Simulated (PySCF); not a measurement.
**Levels of Pr⁵⁴⁺ from EOM-EA-GCCSD**

Reference: closed-shell Pr⁵⁵⁺, [He] 2s2; one electron is added. Calculated with PySCF 2.14, two-component X2C-1e with screened spin-orbit coupling, an uncontracted even-tempered set (17 s from 8.6 bohr⁻², ratio 2.6; 13 p from 11 bohr⁻², ratio 2.6; 7 d from 11 bohr⁻², ratio 2.8; 4 f from 220 bohr⁻², ratio 2.8); frozen nothing; the 32 highest virtual spinors dropped; of the others 50 kept and the rest restored at second order. No Breit or QED terms. Binding energies in eV.

| level | Koopmans | second order | EOM-CCSD |
| --- | --- | --- | --- |
| 2p1/2 | 11271.7 | 11270.8 | 11267.3 |
| 2p3/2 | 10734.7 | 10735.4 | 10735.2 |

For comparison, the ionisation energy of Pr⁵⁴⁺ is 11262 ± 5 eV (theoretical estimate listed by NIST; NIST Atomic Spectra Database, ionization energies).

Only part of the computed levels is shown.
